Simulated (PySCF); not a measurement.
# Computed properties of BrF2GeH2N, SMILES [NH2][Ge]([F])([F])[Br]

Ge(F)2(Br)(NH2) (BrF2GeH2N), SMILES [NH2][Ge]([F])([F])[Br]. Geometry: B3LYP-D3(BJ)/def2-SVP. The structure was generated by enumeration, and PubChem lists no compound with its InChIKey, so it may never have been made. One conformer was computed; it need not be the lowest. All values are computed for the isolated molecule unless a solvent is named; none is compared with measurement here.

**Structure.** The optimised structure has Cs symmetry. All 15 harmonic modes at B3LYP-D3(BJ)/def2-SVP (PySCF) are real, so it is a minimum. With heavy atoms numbered as in [NH2:1][Ge:2]([F:3])([F:4])[Br:5], the shortest bond between them is Ge2–F4 at 1.725 Å and the longest Ge2–Br5 at 2.298 Å.

**Vibrations.** The strongest infrared lines (harmonic, unscaled, degenerate partners summed) lie at 522 cm⁻¹ (234 km/mol, H 67 %, N 30 %), 752 cm⁻¹ (67 km/mol, F 75 %, Ge 23 %), 758 cm⁻¹ (66 km/mol, N 39 %, Ge 24 %, F 24 %, H 13 %). The softest mode is at 41 cm⁻¹ and the zero-point energy is 19.6 kcal/mol.

**Electronic structure.** ωB97X/def2-TZVP (PySCF) places the frontier levels at -11.06 and 0.78 eV, a gap of 11.84 eV, and gives a dipole moment of 3.33 D and a mean polarisability of 52.3 bohr³. PBE/def2-TZVP (PySCF) at the same geometry gives -7.19 and -2.36 eV, so its gap is 7.01 eV narrower. An orbital gap is neither the optical nor the fundamental gap.

**Excitations.** TDA-B3LYP/def2-SVPD (PySCF) has S1 at 5.61 eV (221 nm, f = 0.066, bright); the most intense of the 10 singlets computed lies at 7.91 eV (f = 0.07). T1 (TDA) is at 4.97 eV, 0.64 eV under S1. TDA-PBE/def2-SVPD (PySCF) puts S1 at 5.09 eV. No vertical singlet excitation falls in the visible range (under 3.1 eV).

**NMR.** GIAO shifts at HF/pcSseg-1 (PySCF) (non-relativistic, atoms alike by connectivity averaged): ¹H at 1.8 ppm against TMS; ¹⁹F at -126.1 ppm against CFCl3. Without spin–orbit terms, shifts of atoms bonded to Cl or Br come out too high.
